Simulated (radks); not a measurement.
Cu II, configuration [Ar] 3d10 (the NIST ground configuration).

All-electron calculation, non-relativistic Kohn-Sham, exchange-only PBE, spin-polarised, spherical densities, point nucleus. Program: a radial shooting solver on a logarithmic mesh with Libxc functionals.

Energy parts (eV):
total: -44590.613
kinetic: 44590.613
electron-nucleus: -106565.118
Hartree: 19163.332
exchange: -1779.440

Orbitals (lengths in bohr, moments of r in powers of bohr; r(90%) holds 90 % of the orbital's charge):
orbital	occ.	eigenvalue (eV)	<r^2>	r(90%)	<1/r>
1s	2	-8755.336	0.003751	0.0942	28.51
2s	2	-1047.489	0.06714	0.369	6.192
2p	6	-919.3808	0.05290	0.339	6.156
3s	2	-118.5098	0.6047	1.09	1.958
3p	6	-78.7318	0.6749	1.17	1.826
3d	10	-12.8935	1.447	1.84	1.383

The highest occupied level is 3d at -12.893 eV. Virial ratio -V/T = 2.00000. The electron density at the nucleus is 1.664e+04 e/bohr^3. Summed over all electrons, <r^2> = 20.18 bohr^2, which gives a Langevin (diamagnetic) susceptibility term of -16 x 10^-6 cm^3/mol.
